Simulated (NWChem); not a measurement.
MgF$_{2}$; SMILES [F][Mg][F]

```xyz
3

Mg     0.0000     0.0000    -0.0477
F      1.7353     0.0000    -0.0477
F     -1.7353     0.0000    -0.0477
```
Atoms are numbered in this order, from 1.

Coordinates come from a B3LYP/6-31G* (spherical d) optimisation. B3LYP is NWChem's, with the RPA form of VWN correlation.

Question: Give the principal values of the shielding tensors (ppm) of Mg1, F2 from B3LYP/def2-SVP, GIAO (NWChem), with their diamagnetic and paramagnetic parts as GIAO splits them.

Answer: 
```
atom    σ11    σ22    σ33  isotropic  diamagnetic  paramagnetic
----  -----  -----  -----  ---------  -----------  ------------
Mg1   477.9  477.9  710.7      555.5        708.9        -153.4
F2    371.0  371.0  483.6      408.5        473.0         -64.5
```
